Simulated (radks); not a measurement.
Spherical quantum dot in the effective-mass picture: electrons in a parabolic well V = omega^2 r^2 / 2 with omega = 0.44, with a point charge +2 (a donor) at the centre, all in effective atomic units (hartree* = m*/eps^2 hartree, bohr* = eps/m* bohr), one dielectric constant everywhere. Calculated with a radial shooting solver with Libxc functionals: non-relativistic Kohn-Sham, LDA (Slater exchange, Perdew-Wang correlation), spin-polarised, spherical densities. Levels are named by radial order and angular momentum (1s, 1p, 1d, 2s, ...), and open shells are averaged over m.

N = 12, configuration 1s2 1p6 1d(up 2, down 0) 2s2. This is the lowest configuration that the search found. Occupied and some empty levels:

| level | occupation | eigenvalue (hartree*) | <r> (bohr*) |
|---|---|---|---|
| 1s up | 1 | 3.2041 | 1.050 |
| 1s down | 1 | 3.2075 | 1.036 |
| 1p up | 3 | 3.8703 | 2.896 |
| 2s up | 1 | 3.8705 | 2.948 |
| 2s down | 1 | 3.8947 | 2.951 |
| 1p down | 3 | 3.8948 | 2.881 |
| 1d up | 2 | 4.1410 | 3.386 |
| 1d down | 0 | 4.1679 | 3.388 |
| 1f up | 0 | 4.4273 | 3.734 |
| 1f down | 0 | 4.4537 | 3.744 |
| 2p up | 0 | 4.4693 | 3.222 |
| 2p down | 0 | 4.4860 | 3.231 |
| 1g up | 0 | 4.7345 | 4.028 |
| 1g down | 0 | 4.7591 | 4.042 |

Energy (hartree*): total 22.6343, kinetic 6.8099, external -4.5895, Hartree 24.315, exchange-correlation -3.9012.
